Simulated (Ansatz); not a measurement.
Program: Ansatz. Geometries: PBE0-D4/def2-TZVP. ΔE: electronic, gas phase. CCSD(T)/CBS adds triple-zeta CCSD(T) − MP2 to the extrapolated MP2 energy (def2 sets, frozen cores). DFT in def2-TZVPP. B3LYP here is the variant with VWN-RPA as its local correlation; programs differ in this. HSE06 is defined as in plane-wave codes. Elements past krypton have def2 core potentials. For Cd outer-core shells are correlated without core-valence functions, which leaves a few kJ/mol of doubt a bond. Each species was taken in one conformer, which may not be the lowest.

Consider the substitution at a C–S bond: `C[S][Cd][OH]` + `[CH3][Al]([OH])[OH]` → `C[O][Al]([CH3])[OH]` + `[OH][Cd][SH]`.

`C[S][Cd][OH]`:

Cartesian coordinates in Å:
```
C 0.979 -0.095 -1.453
S 1.410 -0.571 0.251
Cd -0.471 0.045 1.457
O -2.008 0.665 2.522
H 1.839 -0.364 -2.067
H 0.111 -0.641 -1.822
H 0.811 0.976 -1.547
H -2.671 -0.015 2.660
```

`[CH3][Al]([OH])[OH]`:

Cartesian coordinates in Å:
```
C 0.361 -0.681 1.306
Al -0.103 0.180 -0.361
O 0.699 1.615 -0.785
O -1.294 -0.520 -1.348
H 0.123 -0.037 2.158
H -0.173 -1.624 1.435
H 1.434 -0.885 1.358
H 0.547 2.123 -1.579
H -1.595 -0.171 -2.184
```

`C[O][Al]([CH3])[OH]`:

Z-matrix (Å, degrees):
```
C
O 1 1.395
H 1 1.096 2 110.3
H 1 1.096 2 110.3 3 118.9
H 1 1.098 2 112.8 3 -120.6
Al 2 1.690 1 134.5 3 120.5
O 6 1.694 2 117.2 1 -180.0
C 6 1.938 2 123.0 1 0.0
H 7 0.956 6 122.1 2 0.1
H 8 1.092 6 111.3 2 178.9
H 8 1.094 6 111.4 2 58.4
H 8 1.094 6 111.3 2 -60.7
```

`[OH][Cd][SH]`:

```xyz
5

O    -0.160    0.641    1.962
Cd    0.257    0.057    0.129
S     0.837   -0.728   -1.973
H    -0.640    1.471    1.992
H    -0.294   -1.442   -2.110
```

| level | ΔE (kJ/mol) | difference from CCSD(T)/CBS |
| --- | --- | --- |
| PBE-D4 | 35.7 | -0.3 |
| revPBE-D4 | 37.4 | 1.4 |
| BLYP-D4 | 32.4 | -3.6 |
| r2SCAN-D4 | 33.4 | -2.6 |
| B97M-V | 29.6 | -6.4 |
| PBE0-D4 | 33.2 | -2.8 |
| B3LYP-D4 | 30.0 | -6.0 |
| r2SCAN0-D4 | 32.0 | -4.0 |
| HSE06-D4 | 33.3 | -2.7 |
| BHLYP-D4 | 26.1 | -9.9 |
| CAM-B3LYP-D4 | 26.1 | -9.9 |
| ωB97X-V | 28.4 | -7.6 |
| B2PLYP | 31.7 | -4.3 |
| PBE-QIDH | 34.1 | -1.9 |
| PBE | 35.0 | -1.0 |
| BLYP | 30.3 | -5.7 |
| r2SCAN | 33.5 | -2.5 |
| PBE0 | 32.7 | -3.3 |
| B3LYP | 28.5 | -7.5 |
| r2SCAN0 | 32.1 | -3.9 |
| HSE06 | 32.8 | -3.2 |
| BHLYP | 24.8 | -11.2 |
| CAM-B3LYP | 25.5 | -10.5 |
| LC-ωPBE | 30.6 | -5.4 |
| RPA@PBE/def2-TZVPP | 26.0 | -10.0 |
| HF/def2-SVP | 0.7 | -35.3 |
| MP2/def2-SVP | 19.9 | -16.1 |
| CCSD/def2-SVP | 11.1 | -24.9 |
| CCSD(T)/def2-SVP | 12.3 | -23.7 |
| HF/def2-TZVPP | 17.0 | -19.0 |
| MP2/def2-TZVPP | 39.2 | 3.2 |
| SCS-MP2/def2-TZVPP | 33.5 | -2.5 |
| CCSD/def2-TZVPP | 28.6 | -7.4 |
| CCSD(T)/def2-TZVPP | 31.1 | -4.9 |
| HF/def2-QZVPP | 16.7 | -19.3 |
| MP2/def2-QZVPP | 41.9 | 5.9 |
| SCS-MP2/def2-QZVPP | 36.4 | 0.4 |
| HF/CBS(def2) | 16.7 | -19.3 |
| MP2/CBS(def2) | 44.1 | 8.1 |
| CCSD/CBS(def2) | 33.5 | -2.5 |
| CCSD(T)/CBS | 36.0 | 0 |

Largest T1 diagnostic among the species: 0.015.

At CCSD(T), def2-SVP lies −23.7 kJ/mol from the extrapolated value and def2-TZVPP −4.9 kJ/mol. Leaving LDA and LC-ωPBE aside and taking each functional with its dispersion term where it has one, the values spread over 11.3 kJ/mol, from CAM-B3LYP-D4 to revPBE-D4. LDA lies −3.0 kJ/mol from PBE without D4.
